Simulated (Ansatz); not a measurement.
```yaml
crystal:
  periodic: [false, false, false]
  atoms:
    - {symbol: Nb, position_ang: [-0.359357, 0.076849, 0.483891]}
    - {symbol: Nb, position_ang: [-2.281166, 1.023545, 1.254638]}
    - {symbol: Nb, position_ang: [-0.967977, -0.193294, 2.661171]}
basis:
  gaussian: {orbitals: def2-TZVPD}
total_charge: -1
hamiltonian: {xc: {name: B3LYP5}}
scf: {omitted_lower_state_checks: [starts]}
```

```sh
$ ansatz run in.yaml --threads 4 --pin off --events-out ev --progress --plain --max-ram 3916MiB
```

Shortened log:

```
Functional definition: B3LYP5
1113 factors; their error is unknown
mean field evaluation 1: about -4630.8456 eV, gradient 7.2e1 eV
mean field evaluation 2: about -4240.5945 eV, gradient 2.4e2 eV
mean field evaluation 4: about -4635.5360 eV, gradient 5.2e1 eV
mean field evaluation 8: about -4644.1638 eV, gradient 1.5e0 eV
mean field evaluation 16: about -4644.2093 eV, gradient 4.4e-2 eV
mean field -4644.20932199 eV, -170.6715446250 hartree, gradient 1.8e-5 eV, S^2 0.000000; 0 other end points of the search recorded, 0 dependent functions left out
reference -4644.20948639 eV, -170.6715506665 hartree; 20, 20 occupied and 100, 100 virtual orbitals, 1113 factors
Total energy: -4644.20948639 eV, -170.6715506665 hartree
Checks for a lower state left out: starts
```

Hardware: 4 threads of Arm Neoverse V1 on a shared host. Wall time 2.3 s.

In the def2 sets Nb takes a core potential; there is no spin–orbit coupling. The restricted singlet is unstable towards broken spin symmetry at other levels; at RKS B3LYP5/def2-TZVPD this wasn't settled.
